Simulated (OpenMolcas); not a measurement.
# Computed transition rates of Sc2+

* Program: OpenMolcas
* Method: CASSCF
* Basis: ANO-RCC-VQZP [7s6p4d3f2g1h]
* Scalar Hamiltonian: DKH2, point nucleus
* Active space: 1 electron in 6 orbitals (3d 4s)
* State averaging: 2S+1 = 2 even, 6 roots
* Spin-orbit coupling: state interaction with AMFI integrals over the reference wave functions, term energies averaged over their components

Rates come from the transition moments of the reference wave functions (E1 and E2 in the length form). At fixed line strength A goes as λ^-3 for E1 and M1 and as λ^-5 for E2, so a rate at the computed wavelength can be rescaled to the measured one. Measured vacuum wavelengths follow from level energies in Sugar and Corliss, J. Phys. Chem. Ref. Data 9, 473 (1980). Branching counts decays inside the model space alone, at computed energies, and the table is only a selection of the E2 and M1 lines, drawn from those between levels with measured partners whose computed energy lies within a factor of 1.5 of the measured one.

```csv
Upper,Lower,Type,λ computed (nm),λ measured (nm),A computed (s-1),A rescaled (s-1),Branching %
3d 2D 5/2,3d 2D 3/2,M1,48530,50600,9.48e-05,8.36e-05,100.0
4s 2S 1/2,3d 2D 5/2,E2,393.8,394.6,1.25e+01,1.24e+01,59.0
4s 2S 1/2,3d 2D 3/2,E2,390.6,391.6,8.64e+00,8.53e+00,41.0
```

The largest correction is for 3d 2D 5/2 → 3d 2D 3/2 (M1): 9.48e-05 × (48530 / 50600)^3 = 8.36e-05 s-1, a factor of 0.88.

The computed rate and branching of 3d 2D 5/2 → 3d 2D 3/2 give the upper level a radiative lifetime of 1.000 / 9.48e-05 s-1 = 1.05e+04 s, counting decays inside the model space alone. The rescaled rate gives about 1.2e+04 s.

These are rates of the free ion; in crystals, glasses and complexes forced electric-dipole and non-radiative decay shorten such lifetimes by orders of magnitude. No measured rate stands beside these. Rescaling mends the energy factor alone: line strengths can still be far off where a level mixes with configurations outside the active space, and weak or spin-changing lines hang on small mixing coefficients that depend on the term gaps too, so rescaling need not improve them.

With one active electron the reference holds no correlation, so core polarisation is missing. Computed and measured levels are paired by configuration, term and J; levels that our copy of the source lacks, or whose pairing is in doubt (as where it misses far off the trend of its configuration), stay unpaired. Only configurations of the active space appear.
